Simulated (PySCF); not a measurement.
**How methods differ on the excitation energy of Bi**

Bi [Xe] 4f14 5d10 6s2 6p3 (4S) → Bi [Xe] 4f14 5d10 6s1 6p4 (4P), as a difference of total energies. All numbers are calculated (PySCF 2.14, the spin-free X2C one-electron Hamiltonian (Gaussian nucleus), in x2c-QZVPPall (16s10p9d6f1g, 142 functions)). The calculations carry no spin-orbit coupling.

```json
{"method": "UHF", "excitation energy (eV)": "9.232"}
{"method": "BHandHLYP", "excitation energy (eV)": "9.690"}
{"method": "BP86", "excitation energy (eV)": "9.853"}
```

Spin-orbit coupling is strong in these open shells (close to jj coupling). The scalar numbers leave it out and a first-order estimate fails, so it can dominate the gap to the real levels.

The upper state lies above the first ionisation limit, where it may autoionise and the basis confines it.
